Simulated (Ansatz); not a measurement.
```yaml
crystal:
  periodic: [false, false, false]
  atoms:
    - {symbol: C, position_ang: [-2.478850, -0.636392, 1.009227]}
    - {symbol: Ga, position_ang: [-0.290787, -0.847786, 1.165654]}
    - {symbol: N, position_ang: [0.499234, 1.034513, 0.928394]}
    - {symbol: C, position_ang: [1.704803, 1.286373, 1.665392]}
    - {symbol: C, position_ang: [-0.356311, 2.057037, 1.224851]}
    - {symbol: Ga, position_ang: [0.827588, 0.669268, -0.913848]}
    - {symbol: C, position_ang: [-0.554562, 1.653000, -2.022321]}
    - {symbol: N, position_ang: [0.377005, -1.238557, -0.568989]}
    - {symbol: C, position_ang: [-0.515682, -1.872618, -1.664071]}
    - {symbol: C, position_ang: [1.510396, -2.146316, -0.694190]}
    - {symbol: H, position_ang: [-2.707664, -1.725766, 0.999529]}
    - {symbol: H, position_ang: [-2.748102, 0.139420, 0.251036]}
    - {symbol: H, position_ang: [-2.752799, -0.207279, 2.112833]}
    - {symbol: H, position_ang: [0.397352, -1.684902, 2.242940]}
    - {symbol: H, position_ang: [2.423087, 1.996969, 1.377788]}
    - {symbol: H, position_ang: [1.423613, 1.285436, 2.860364]}
    - {symbol: H, position_ang: [2.364864, 0.324083, 1.459500]}
    - {symbol: H, position_ang: [0.125288, 3.008403, 1.155818]}
    - {symbol: H, position_ang: [-0.681034, 2.193330, 2.311140]}
    - {symbol: H, position_ang: [-1.348373, 2.123023, 0.718703]}
    - {symbol: H, position_ang: [2.470802, 0.926846, -1.121451]}
    - {symbol: H, position_ang: [-0.544209, 2.606971, -2.157111]}
    - {symbol: H, position_ang: [-0.589185, 1.161649, -3.113731]}
    - {symbol: H, position_ang: [-1.609684, 1.483823, -1.796050]}
    - {symbol: H, position_ang: [-0.151598, -1.904701, -2.658533]}
    - {symbol: H, position_ang: [-0.807002, -2.842341, -1.190132]}
    - {symbol: H, position_ang: [-1.416281, -1.074696, -1.784184]}
    - {symbol: H, position_ang: [1.452203, -3.099492, -0.265574]}
    - {symbol: H, position_ang: [1.452203, -3.099492, -0.265574]}
    - {symbol: H, position_ang: [2.091841, -2.137523, -1.594971]}
basis:
  gaussian: {orbitals: cc-pVTZ, point_charges: [{charge: 1.00, position_ang: [7.159, 0.602, 0.127]}]}
total_charge: 1
magnetization: {spin_polarized: true, initial_magnetization: 1}
hamiltonian: {xc: {name: r2SCANh}}
scf: {lower_state_search: light}
```

```sh
$ ansatz run in.yaml --threads 11 --pin off --events-out ev --progress --plain --max-ram 110592MiB --backend cuda --devices 0, --max-vram 75GiB
```

How does Ansatz answer? (Best estimate.)

The calculation gave: The program refused the input.
```
Error: two nuclei lie on one point
```
